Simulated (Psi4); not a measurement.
Complex: H2O (SMILES O) (first 3 atoms) with SiH4 (SMILES [SiH4]); geometry from B3LYP-D3(BJ)/def2-TZVP, rigid monomers moved along the line of their centres of mass till O1···Si4 is 5.64 Å.
(charge 0, multiplicity 1):
```xyz
8

O      0.4646     0.3123     0.3475
H      0.0730    -0.4695    -0.0562
H     -0.1175     1.0418     0.1095
Si    -0.6876    -0.4370     5.8162
H     -1.0761    -1.6518     5.0656
H     -1.0499    -0.6418     7.2415
H     -1.4427     0.7334     5.3156
H      0.7668    -0.2034     5.7223
```

The numbers are results of SAPT0/jun-cc-pV(D+d)Z (Psi4), not measurements.

Give the four SAPT terms and the total, and say what mostly holds the pair together.

electrostatics -0.4, exchange 0.0, induction 0.0, dispersion -0.1, total -0.6 kJ/mol; the largest attraction is electrostatics.
